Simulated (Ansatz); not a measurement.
`C#[C][AlH][OH]` + HI → `[OH][AlH][I]` + `C#C` at 500 K and 1 bar (ligand exchange at the Al–C bond).

Isolated molecules relaxed with PBE0-D4/def2-TZVP in Ansatz; ΔE leaves out vibrations. CCSD(T)/CBS is the MP2 limit (def2-TZVPP, def2-QZVPP) plus CCSD(T) − MP2 in def2-TZVPP, frozen cores. This one scheme is used for every species. def2 core potentials past Kr. For I outer-core shells are correlated without core-valence functions, which leaves a few kJ/mol of doubt a bond. One conformer a species, not always the lowest.

| species | CCSD(T)/CBS energy (Eh) | H − E (kJ/mol) | S (J/(mol·K)) |
| --- | --- | --- | --- |
| `C#[C][AlH][OH]` | -395.10198 | 141.2 | 360.6 |
| HI | -298.03592 | 28.6 | 221.6 |
| `[OH][AlH][I]` | -615.94705 | 87.1 | 348.4 |
| `C#C` | -77.22717 | 90.7 | 225.3 |

H − E and S are ideal-gas, rigid-rotor, harmonic terms from PBE0-D4/def2-TZVP, for one conformer and one mirror image of each species. 1 Eh = 2625.50 kJ/mol, R = 8.31446 J/(mol·K).

Task: By hand: ΔE, ΔH, ΔS and ΔG.

Result: ΔE = (-615.94705) + (-77.22717) − (-395.10198) − (-298.03592) = -0.03632 Eh = -95.4 kJ/mol. Δ(H − E) = 87.1 + 90.7 − 141.2 − 28.6 = 8.0, so ΔH = -87.4 kJ/mol. ΔS = 348.4 + 225.3 − 360.6 − 221.6 = -8.5 J/(mol·K). ΔG = -87.4 − 500 × (-8.5)/1000 = -83.2 kJ/mol.

Task: By hand: the equilibrium constant, and the temperature at which ΔG would vanish if ΔH and ΔS stayed fixed.

Result: log₁₀ K = −ΔG/(RT ln 10) = 8.7. ΔG = 0 at ΔH/ΔS = 10282 K, far beyond where these terms or the molecules hold.

The number of gas molecules stays the same, so ΔS is small and ΔH decides. A doubt of 5 kJ/mol in ΔE shifts log₁₀ K by 0.5 here. Other conformers and mirror images would add mixing entropy, several J/(mol·K) or more a flexible species. These are equilibria of isolated gas molecules and say nothing of rates. Largest T1 diagnostic: 0.014 (customary marks: 0.02 for closed shells, 0.045 for open ones).
